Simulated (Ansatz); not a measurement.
Program: Ansatz. Geometries: PBE0-D4/def2-TZVP. ΔE: electronic, gas phase. CBS: MP2 limit from def2 TZ/QZ plus the TZ coupled-cluster correction, frozen cores. This one scheme is used for every species, atoms too. DFT in def2-TZVPP. Open shells (•) are unrestricted, without spin–orbit coupling. Spin–orbit coupling would lower the free atoms: a little for C, O, Si; strongly for Te. def2 core potentials past Kr. Bonds to Te are less sure, by a few kJ/mol each and by 10 to 20 or more in all where they break to atoms, as the def2 sets lack core-valence functions. Each species was taken in one conformer, which may not be the lowest.

Consider the atomization: `C[Te][SiH2]O` → C• + 6 H• + O• + Si• + Te•.

```json
{"level": "PBE", "ΔE (kJ/mol)": "3356.3"}
{"level": "HF/def2-TZVPP", "ΔE (kJ/mol)": "2415.7"}
{"level": "CCSD(T)/def2-TZVPP", "ΔE (kJ/mol)": "3269.2"}
{"level": "HF/def2-QZVPP", "ΔE (kJ/mol)": "2422.2"}
```

Problem. What does CCSD(T)/CBS give? (Best estimate.)

Solution. Computed: +3377.9 kJ/mol. The listed levels differ from it by -21.6, -962.2, -108.7, -955.7 kJ/mol.

Largest T1 diagnostic among the species: 0.012.

From PBE to PBE0 (25 % exact exchange), in def2-TZVPP and without D4, ΔE moves by −47.6 kJ/mol: exact exchange takes away binding that semilocal exchange gives to molecules. In def2-TZVPP, CCSD(T) changes the Hartree–Fock value by +853.5 kJ/mol (the triples alone add +48.9 kJ/mol) and MP2 by +889.3 kJ/mol; breaking electron pairs costs correlation energy, which Hartree–Fock lacks.

For atomizations the MP2-based limit and the directly extrapolated one differ by several kJ/mol either way, and by 10 to 25 for some Ge, Se and Sn compounds, so smaller differences from it don't rank the levels.
